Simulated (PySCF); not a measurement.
SMILES Cc1ccc([OH2+])cc1 (C₇H₉O (cation, charge +1)), GFN2-xTB optimised geometry.

```
17

C     -2.84    -0.04    -0.02
C     -1.35    -0.02     0.00
C     -0.63    -1.21     0.00
C      0.76    -1.21     0.00
C      1.40     0.01     0.00
O      2.88     0.02    -0.06
C      0.74     1.21     0.00
C     -0.65     1.19     0.00
H     -3.25     0.90     0.34
H     -3.22    -0.85     0.59
H     -3.19    -0.19    -1.04
H     -1.15    -2.15     0.00
H      1.31    -2.14     0.00
H      3.25    -0.79     0.37
H      3.23     0.84     0.35
H      1.27     2.15    -0.01
H     -1.19     2.12     0.00
```

Density from B3LYP/def2-SVP (PySCF 2.14.0) at that geometry.

Minimum of the electron density along straight lines between bonded atoms, close to the bond critical point (lines longer than 1.1 times the sum of covalent radii, or with two minima, are not listed):

| bond | length / Å | ρ at the minimum / e bohr⁻³ | ∇²ρ there / e bohr⁻⁵ | position (fraction from the first atom) |
|---|---|---|---|---|
| C1–C2 | 1.489 | 0.261 | -0.63 | 0.48 |
| C2–C3 | 1.394 | 0.311 | -0.80 | 0.50 |
| C3–C4 | 1.384 | 0.311 | -0.80 | 0.49 |
| C4–C5 | 1.379 | 0.315 | -0.82 | 0.47 |
| C5–O6 | 1.479 | 0.193 | 0.03 | 0.33 |
| C5–C7 | 1.378 | 0.315 | -0.82 | 0.53 |
| C2–C8 | 1.393 | 0.311 | -0.80 | 0.50 |
| C7–C8 | 1.385 | 0.311 | -0.80 | 0.52 |
| C1–H9 | 1.086 | 0.280 | -1.05 | 0.63 |
| C1–H10 | 1.087 | 0.279 | -1.04 | 0.63 |
| C1–H11 | 1.090 | 0.275 | -1.02 | 0.63 |
| C3–H12 | 1.078 | 0.288 | -1.14 | 0.64 |
| C4–H13 | 1.079 | 0.284 | -1.09 | 0.64 |
| O6–H14 | 0.981 | 0.328 | -2.60 | 0.83 |
| O6–H15 | 0.981 | 0.328 | -2.60 | 0.83 |
| C7–H16 | 1.079 | 0.284 | -1.09 | 0.64 |
| C8–H17 | 1.078 | 0.288 | -1.14 | 0.64 |
